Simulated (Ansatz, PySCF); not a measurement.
Reaction 3 R1 + R2 → 3 P1 + P2, each structure at its B3LYP-D3(BJ)/def2-TZVP stationary point, reached from a drawn start (curvature not checked).
P1: H2 (SMILES [H][H]), charge 0, multiplicity 1.
R1, HCl (SMILES Cl) (charge 0, multiplicity 1):
```xyz
2

Cl     0.0000     0.0000     0.6410
H      0.0000     0.0000    -0.6410
```
R2: SiH4 (SMILES [SiH4]), charge 0, multiplicity 1.
P2, Cl3HSi (SMILES Cl[SiH](Cl)Cl) (charge 0, multiplicity 1):
```xyz
5

Si     0.00681    -0.00427     0.11398
Cl    -1.30353    -1.42539    -0.54061
Cl    -0.64744     1.84233    -0.45792
Cl     1.85012    -0.35406    -0.68907
H      0.09403    -0.05871     1.57372
```

P less R. No zero-point or thermal terms.

Frozen-core correlation throughout. CBS(a, b) extrapolates the correlation energy as X⁻³ and adds the Hartree–Fock energy of set b.

Codes used: Ansatz (Gaussian orbitals); PySCF for the D3/D4 terms. Each number belongs to the level named beside it.

Task: What is the computed reaction energy (CCSD(T)/CBS(cc-pV(T+d)Z, cc-pV(Q+d)Z))?

Result: -55.6 kcal/mol

Task: Give the reaction energy at the level CAM-B3LYP/def2-TZVPP.

Result: -47.8 kcal/mol

Task: Estimate the reaction energy that revPBE-D4/def2-TZVPP returns for this input.

Result: -57.3 kcal/mol

Ansatz is a quantum-chemistry and plane-wave program.
